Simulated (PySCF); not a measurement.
Correlation energy of Cd(2+) (cadmium, charge +2)

[Kr] 4d9 5s1, high-spin 3D determinant (an excited configuration). Calculation: PySCF 2.14, in x2c-TZVPPall (8s6p6d2f1g, 79 functions); the spin-free X2C one-electron Hamiltonian (Gaussian nucleus). Frozen: [Kr]; 10 electrons correlated.

| level | correlation energy (mhartree) |
| --- | --- |
| CCSD | -304.44 |
| (T) | -7.25 |
| CCSD(T) | -311.69 |

Diagnostics: T1 = 0.0050, D1 = 0.0216, largest double amplitude 0.026.

Problem. Is a single reference adequate?

Solution. Yes, within this model without spin-orbit coupling: T1 lies below 0.03 and no double amplitude reaches 0.07.
